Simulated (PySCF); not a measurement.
Ligands exchanged one at a time, Si OH-H. Isolated molecules, 0 K electronic values unless said otherwise. One relaxed conformer stands for each flexible species; it need not be the lowest. Strings in code marks are SMILES.

Method: PBE0-D3(BJ)/def2-TZVP (PySCF). All candidates: neutral, multiplicity 1. Excitations are Tamm–Dancoff values on a coarser integration grid. The basis has no diffuse functions, so Rydberg states are missing or too high.

The S1 excitation (TDA) is 7.92 eV and the HOMO comes out as -8.89 eV. The T1 excitation (TDA) is 7.52 eV.

Task: Identify which member has these values.
A. `O[SiH2]O` (H–O–Si–O torsion 66°, O–Si–O–H torsion 66°)
B. `O[Si](O)(O)O`
C. `O[SiH3]`
D. `O[SiH](O)O`

Result: A, `O[SiH2]O` (H–O–Si–O torsion 66°, O–Si–O–H torsion 66°). The others give `O[Si](O)(O)O`: 8.16 eV, -9.11 eV, 7.81 eV; `O[SiH](O)O`: 8.43 eV, -8.80 eV, 7.91 eV; `O[SiH3]`: 7.14 eV, -8.73 eV, 6.72 eV
